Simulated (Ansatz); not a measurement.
The Sn1–H4 bond of CH6OSn (SMILES C[O][SnH3]) is stretched (multiplicity 1, the rest rigid).
Geometry at rest (charge 0, multiplicity 1):
```xyz
9

Sn     0.56359    -0.14213     0.07114
O     -1.10912     0.87442    -0.23960
C     -2.34967     0.19759    -0.23043
H      0.67859    -1.33287    -1.15660
H      1.77658     1.04855    -0.02641
H      0.44543    -0.86791     1.61959
H     -2.55890    -0.28012     0.73609
H     -2.41219    -0.57269    -1.01076
H     -3.13790     0.93060    -0.41939
```

Correlated levels freeze the cores. Filled d and f shells under p-block atoms count as core.

Codes used: Ansatz (Gaussian orbitals).  In def2 rows elements past Kr take small-core potentials, without spin–orbit coupling.

Energies above the point at 1.714 Å (the B3LYP-D3(BJ) bond length), FIC-MRCISD+Q on CASSCF(2,2)/def2-SVP (kcal/mol): 6.60 at 1.543 Å; 3.36 at 1.886 Å; 75.60 at 5.485 Å.

Take the last value as the depth D of a Morse curve D(1 − e^(−a(R − R₀)))², fit a and R₀ to the two near points, and test it at 2.314 and 3.000 Å.


With D = 75.6, both near points (counted from the curve's value at 1.714 Å) are met by a = 1.45 Å⁻¹ and R₀ = 1.722 Å, so k = 2Da² = 317 kcal/(mol Å²). The curve then gives 25.1 and 53.7 kcal/mol; the level itself gives 26.5 and 59.0, so Morse is off by -1.4 and -5.3.

Ansatz is a quantum-chemistry and plane-wave program.
